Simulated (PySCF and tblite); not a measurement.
The numbers below are computed, except where a source is named.
2 diastereomers of C₅H₈F₄, numbered alike:

```
isomer                                                          SMILES  descriptors (one enantiomer)
     A   [CH3:1][C@H:2]([F:3])[C:4]([F:5])([F:6])[C@H:7]([CH3:8])[F:9]                        2S, 7S
     B  [CH3:1][C@@H:2]([F:3])[C:4]([F:5])([F:6])[C@H:7]([CH3:8])[F:9]                        2R, 7S
```

Each isomer is a Boltzmann average at 298.15 K over at most 7 conformers: GFN2-xTB geometries, energies PBE0/pcSseg-1 (D3(BJ) added where defined), GFN2-xTB thermal terms. Programs: PySCF with density fitting and tblite.

Q: Rank the isomers by free energy at 298.15 K.

A: 
| isomer | ΔG (kcal/mol) | ΔE, lowest conformer | conformers | largest weight % | rms dipole (D) |
| --- | --- | --- | --- | --- | --- |
| A | 0.0 | 0.0 | 2 | 96 | 0.47 |
| B | 0.3 | 1.0 | 3 | 89 | 0.92 |

ΔG is for one enantiomer.

Q: If they could interconvert freely, what would the mixture hold (chiral isomers as racemates)?

A: A 78 %, B 22 %. A racemate gains RT ln 2.
